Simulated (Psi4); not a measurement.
disilazane (H7NSi2), singlet, at a GFN2-xTB geometry, with bond 5-1 at 2.0 times its length. Base run: SVWN/6-31G (Psi4).

Here is a job for Psi4.
```
memory 2 GB

molecule {
0 1
  Si    1.49303295   -0.29467355    0.37775681
  N     0.07177708   -0.11245754   -0.59500001
  Si   -1.52266963    0.35803387   -0.10940318
  H     2.60085977   -0.44841929   -0.56612732
  H     1.73986435    2.12338361    1.99832621
  H     1.41022821   -1.47096761    1.25316965
  H     0.11743383   -0.57014488   -1.49085173
  H    -2.18929653   -0.69189990    0.67169837
  H    -2.25767966    0.60314487   -1.35098125
  H    -1.38552039    1.56409001    0.70310006
}

set basis 6-31g

energy('svwn')
print_variables()
```

Each row names what was changed in the base input (with any setting that the change needs).

| change | ΔE vs base (mEh) | SCF cycles | grid points | basis functions |
|---|---|---|---|---|
| base | 0.000 | 13 | 216326 | 49 |
| guess = modhuckel | 0.000 | 13 | 216326 | 49 |
| df_basis_scf = cc-pvtz-jkfit | 0.018 | 13 | 216326 | 49 |
| dft_radial_points = 35 | 1.327 | 13 | 102692 | 49 |
| scf_type = out_of_core | 0.037 | 13 | 216326 | 49 |
| dft_radial_scheme = becke | 0.007 | 13 | 193312 | 49 |
| dft_pruning_scheme = robust | 0.000 | 13 | 148964 | 49 |
| damping_percentage = 50 | 0.004 | 90 | 216326 | 49 |
| dft_basis_tolerance = 1e-8 | 0.000 | 13 | 215046 | 49 |
| dft_spherical_points = 434 | 0.000 | 13 | 310792 | 49 |
| scf_type = dfdirj+link | 0.003 | 13 | 216326 | 49 |
| diis_max_vecs = 15 | 0.000 | 13 | 216326 | 49 |
| diis_max_vecs = 3 | 0.000 | 17 | 216326 | 49 |
